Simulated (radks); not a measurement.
Results of a calculation; reference values are marked as such.
Task: Excited configurations of W XLIII: one electron is placed in a higher orbital outside [Ar] 3d10 4s2 4p1. The ground configuration is [Ar] 3d10 4s2 4p2. Level of theory: Dirac Kohn-Sham, BLYP, spin-unpolarised, spherical densities, finite nucleus; open shells are shared between the two j in proportion to 2j + 1; Fermi nuclear charge, rms radius 5.3658 fm (a radial shooting solver on a logarithmic mesh with Libxc functionals). Excitation = E - E(ground); binding = E(ion) - E, where the ion is the core of charge +43; n* = 43/sqrt(2 binding) in atomic units. These energies are relativistic, and a one-electron ion of charge +43 with no core already has n* below n in this formula (Dirac formula, point nucleus, mean over j: 4d 3.989, 4f 3.995, 5d 4.988, 5f 4.993, 6s 5.956, 6p 5.973, 6f 5.992, 7s 6.955, 7d 6.986, 7f 6.991). The quantum defect is therefore taken as that value minus n*, so that it holds no relativistic shift of the bare ion. Eigenvalue and <r> are those of j = l + 1/2.

outer orbital  excitation (eV)  binding (eV)     n*  quantum defect  eigenvalue (eV)  <r> (bohr)
4d                      199.33        1888.9  3.649           0.340          -1851.6      0.4042
4f                      383.60        1704.6  3.842           0.154          -1670.5      0.3734
5d                      932.19        1156.0  4.665           0.323          -1136.0      0.6971
5f                      1014.4        1073.9  4.840           0.153          -1055.9      0.6772
6p                      1253.1        835.11  5.489           0.484          -817.37       1.043
6f                      1349.0        739.20  5.834           0.158          -728.93       1.048
7s                      1466.6        621.59  6.362           0.593          -615.12       1.416
7d                      1523.2        565.02  6.673           0.313          -557.42       1.496
7f                      1549.8        538.40  6.836           0.156          -531.58       1.496

Estimate the row for 6s.

Result: excitation (eV) 1211.1; binding (eV) 877.16; n* 5.355; quantum defect 0.600; eigenvalue (eV) -867.43; <r> (bohr) 1.004. The Delta-SCF ionisation energy is 2088.2 eV (NIST Atomic Spectra Database: 2149 eV, semi-empirical). Self-interaction in the functional shifts the binding energies and quantum defects, so they are the method's values and not measured ones. Spin polarisation and multiplet splitting are left out, so open shells lie too high by an amount that depends on their filling. Sharing an open shell by 2j + 1 raises it above the true ground level by a part of the spin-orbit splitting, which enters the differences from NIST.

Beside tabulated values, note that spin-unpolarised runs miss the spin-polarisation part of the exchange energy of open shells.
